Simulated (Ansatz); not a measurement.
Stepwise reaction of `[Cl][Sn]([Cl])([Cl])[Br]` with hydrogen, as a gas-phase model of exchange steps in deposition or etching. ΔE in kJ/mol; ΔG adds harmonic PBE0-D4 terms to CCSD(T)/CBS, at 1 bar.

Program: Ansatz. Geometries: PBE0-D4/def2-TZVP. ΔE: electronic, gas phase. CCSD(T)/CBS is the MP2 limit (def2-TZVPP, def2-QZVPP) plus CCSD(T) − MP2 in def2-TZVPP, frozen cores. This one scheme is used for every species. Functionals use def2-TZVPP. B3LYP here is the variant with VWN-RPA as its local correlation; programs differ in this. def2 core potentials past Kr. For Br, Sn outer-core shells are correlated without core-valence functions, which leaves a few kJ/mol of doubt a bond. Scalar relativity is left out up to krypton.

```csv
step,reaction,PBE-D4,B3LYP-D4,ωB97M-V,CCSD(T)/CBS,ΔG(600 K)
1,`[Cl][Sn]([Cl])([Cl])[Br]` + H₂ → `[Cl][SnH]([Cl])[Br]` + HCl,59.5,60.7,56.1,60.4,45.4
2,`[Cl][SnH]([Cl])[Br]` + H₂ → `[Cl][SnH2][Br]` + HCl,67.5,68.2,64.2,68.9,59.9
```

(1) Give the row of step 3, `[Cl][SnH2][Br]` + H₂ → `[Br][SnH3]` + HCl. (Estimate.)

(2) By hand: ΔE of the 3 steps together at CCSD(T)/CBS.

Results:

(1) The calculation gave: 
```
step                                    reaction  PBE-D4  B3LYP-D4  ωB97M-V  CCSD(T)/CBS  ΔG(600 K)
   3  `[Cl][SnH2][Br]` + H₂ → `[Br][SnH3]` + HCl    71.2      72.3     68.5         73.7       70.3
```

(2) (60.4) + (68.9) + (73.7) = 203.0 kJ/mol, or 67.7 kJ/mol a step.

In ΔE each step is higher than the one before. All are uphill at CCSD(T)/CBS. ΔG lies between 45.4 and 70.3 kJ/mol a step. PBE-D4 differs from CCSD(T)/CBS by -2.5 to -0.9 kJ/mol a step. Isolated molecules leave out the surface, adducts and barriers. Largest T1 diagnostic: 0.010.
